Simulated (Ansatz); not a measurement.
The cluster Ag₂Cl⁺, 3 atoms. Hardware: 4 threads of Arm Neoverse V1 on a shared host.

In the def2 sets Ag takes a core potential; there is no spin–orbit coupling. Correlated methods freeze 5 core orbitals; core or outer-core shells of Ag are correlated, in sets that lack core-valence functions.

**Question.** How many basis functions does each of these Ansatz runs have, and roughly what does it cost? r2SCAN-D4/def2-TZVP, charge 1 singlet, energy, from earlier orbitals; r2SCAN-D4/def2-TZVP, charge 1 unrestricted singlet, energy, from earlier orbitals; HSE06-D4/def2-TZVP, charge 1 singlet, energy and forces, from earlier orbitals; HF/def2-TZVP, charge 1 singlet, energy, from earlier orbitals; PBE-D4/def2-TZVP, charge 1 quintet, energy, from earlier orbitals; HF/def2-TZVP, charge 1 quintet, energy, from earlier orbitals; PBE0-D4/def2-TZVP, charge 1 triplet, relaxation, 7 steps; PBE0-D4/def2-TZVP, charge 1 unrestricted singlet, energy, from earlier orbitals; r2SCAN-D4/def2-TZVP, charge 1 triplet, energy, from earlier orbitals; LDA (SPW92)/def2-TZVP, charge 1 quintet, energy, from earlier orbitals; MP2/def2-TZVP, charge 1 singlet, energy, from earlier orbitals; HF/def2-TZVP, charge 1 triplet, energy, from earlier orbitals.

**Answer.** Other jobs shared the machine, so times can vary by a factor of up to 3. A dash marks memory too small to be measured apart from the calling script's.

```csv
run,functions,fitting or Cholesky vectors,wall time,peak host memory (GiB)
"HF/def2-TZVP, charge 1 singlet, energy, from earlier orbitals",117,1262,0.65 s,–
"MP2/def2-TZVP, charge 1 singlet, energy, from earlier orbitals",117,988,0.85 s,–
"HF/def2-TZVP, charge 1 quintet, energy, from earlier orbitals",117,988,1.6 s,–
"HSE06-D4/def2-TZVP, charge 1 singlet, energy and forces, from earlier orbitals",117,1040,1.7 s,–
"LDA (SPW92)/def2-TZVP, charge 1 quintet, energy, from earlier orbitals",117,962,2.3 s,–
"r2SCAN-D4/def2-TZVP, charge 1 singlet, energy, from earlier orbitals",117,962,2.6 s,–
"PBE0-D4/def2-TZVP, charge 1 unrestricted singlet, energy, from earlier orbitals",117,1040,3.1 s,–
"HF/def2-TZVP, charge 1 triplet, energy, from earlier orbitals",117,988,3.1 s,–
"PBE-D4/def2-TZVP, charge 1 quintet, energy, from earlier orbitals",117,962,4.2 s,–
"r2SCAN-D4/def2-TZVP, charge 1 unrestricted singlet, energy, from earlier orbitals",117,962,4.7 s,–
"r2SCAN-D4/def2-TZVP, charge 1 triplet, energy, from earlier orbitals",117,962,14 s,–
"PBE0-D4/def2-TZVP, charge 1 triplet, relaxation, 7 steps",117,1040,14 s,–
```
